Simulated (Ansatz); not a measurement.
Mulliken charges of BFGaH$_{3}$O (`[BH2][Ga]([OH])[F]`) from r2SCAN/def2-TZVPP in Ansatz (PBE0-D4/def2-TZVP geometry).

| atom | x (Å) | y (Å) | z (Å) | charge (e) |
| --- | --- | --- | --- | --- |
| B1 | -0.975 | 1.216 | -0.311 | 0.004 |
| Ga2 | 0.142 | -0.487 | 0.061 | 0.554 |
| O3 | 1.862 | -0.580 | 0.508 | -0.438 |
| F4 | -0.578 | -2.098 | -0.044 | -0.395 |
| H5 | -1.056 | 1.665 | -1.413 | 0.037 |
| H6 | -1.562 | 1.767 | 0.569 | 0.037 |
| H7 | 2.166 | -1.483 | 0.631 | 0.202 |

By hand: the dipole of these point charges (1 e Å = 4.8032 D).

Σ q r = (-0.172, 0.645, -0.076) e Å, of length 0.672 e Å = 3.23 D.

How does the dipole of the full density compare? (Estimate.)

Ansatz gave: (-0.084, 0.326, -0.038) e Å, 1.63 D; the point charges give 1.98 times that, at 0° from its direction.

Point charges leave out the atoms' own dipoles, such as those of lone pairs, and Mulliken's split depends on the basis, so the two needn't agree.
